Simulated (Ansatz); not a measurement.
Abridged output of a molecular run in Ansatz:

```
Functional definition: HF
1685 factors; integrals over basis functions are off by at most 1.2e-3 eV
mean field evaluation 1: about -18808.9012 eV, gradient 2.8e1 eV
mean field evaluation 2: about -18809.1286 eV, gradient 2.8e1 eV
mean field evaluation 4: about -18811.6540 eV, gradient 3.6e0 eV
mean field evaluation 8: about -18811.7009 eV, gradient 2.2e-1 eV
mean field -18811.70119942 eV, -691.3172680497 hartree, gradient 1.7e-6 eV, S^2 0.000000; 0 other end points of the search recorded, 0 dependent functions left out
11 core orbitals not correlated: weight in the atoms' cores, before any rotation towards them, 1.000 or more for the frozen orbitals, at most 0.000 for the correlated occupied ones
reference -18811.70119942 eV, -691.3172680497 hartree; 18, 18 occupied and 237, 237 virtual orbitals, 1685 factors
second order -23.66225259 eV of doubles, -0.00000000 eV of singles
cycle   1  -24.19940470 eV  change   -5.4e-1 eV  update   1.1e-1
cycle   2  -24.85010314 eV  change   -6.5e-1 eV  update   3.1e-2
cycle   3  -24.93934866 eV  change   -8.9e-2 eV  update   1.4e-2
cycle   4  -24.92987471 eV  change    9.5e-3 eV  update   3.4e-3
cycle   5  -24.92879159 eV  change    1.1e-3 eV  update   1.4e-3
cycle   6  -24.92879792 eV  change   -6.3e-6 eV  update   4.0e-4
cycle   7  -24.92863947 eV  change    1.6e-4 eV  update   1.4e-4
cycle   8  -24.92865814 eV  change   -1.9e-5 eV  update   5.1e-5
cycle   9  -24.92867778 eV  change   -2.0e-5 eV  update   1.7e-5
perturbative correction -0.92721577 eV, -0.0340745512 hartree
Total energy: -18837.55709297 eV, -692.2674546119 hartree
```

Its atoms:

Z-matrix (Å, degrees):
```
C
C 1 1.514
H 1 1.093 2 111.6
H 1 1.091 2 110.9 3 -120.1
H 1 1.094 2 110.4 3 119.6
S 2 1.824 1 114.5 3 64.8
H 2 1.092 1 111.4 3 -59.4
H 2 1.093 1 110.5 3 -178.2
Sn 6 2.396 2 100.7 1 -69.9
H 9 1.702 6 106.4 2 -161.2
H 9 1.709 6 111.7 2 78.5
H 9 1.709 6 107.2 2 -41.2
```

Task: Which basis set was used?
A. def2-SVPD
B. cc-pV(Q+d)Z
C. def2-TZVPP
D. def2-QZVPP

Result: C. It gives 266 functions.

Task: Write the keys of the input that set method, charge and spin (a neutral closed shell needs none for the last two).

Result: 
```yaml
correlation: {method: ccsd_t}
```
